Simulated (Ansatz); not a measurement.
`O[SiH2]N[SiH3]` → `[NH][SiH3]`• + `O[SiH2]`•  (homolysis of the N–Si bond)

Calculated with Ansatz (gas phase, PBE0-D4/def2-TZVP geometries, no zero-point term in ΔE). CCSD(T)/CBS adds triple-zeta CCSD(T) − MP2 to the extrapolated MP2 energy (def2 sets, frozen cores). This one scheme is used for every species. DFT in def2-TZVPP. B3LYP here is the variant with VWN-RPA as its local correlation; programs differ in this. No spin–orbit coupling; open shells (•) take unrestricted orbitals. Each species was taken in one conformer, which may not be the lowest.

```tsv
level	ΔE (kJ/mol)
PBE-D4	474.4
r2SCAN-D4	469.7
PBE0-D4	482.3
B3LYP-D4	478.6
ωB97X-V	499.1
r2SCAN	467.0
MP2/def2-QZVPP	533.2
SCS-MP2/def2-QZVPP	523.1
```

(1) What does CCSD(T)/CBS give? (Estimate.)

Largest T1 diagnostic among the species: 0.015.

## Answers

(1) Ansatz gave: +509.9 kJ/mol. The listed levels differ from it by -35.5, -40.2, -27.6, -31.3, -10.8, -42.9, 23.3, 13.2 kJ/mol.

In def2-TZVPP, CCSD(T) changes the Hartree–Fock value by +113.0 kJ/mol (the triples alone add +8.3 kJ/mol) and MP2 by +142.2 kJ/mol; breaking electron pairs costs correlation energy, which Hartree–Fock lacks. The D4 term adds +15.7 kJ/mol with B3LYP and +8.6 kJ/mol with PBE0; it sums over pairs of atoms, weighted by their polarisabilities, and B3LYP, whose exchange is more repulsive, gets the larger term.
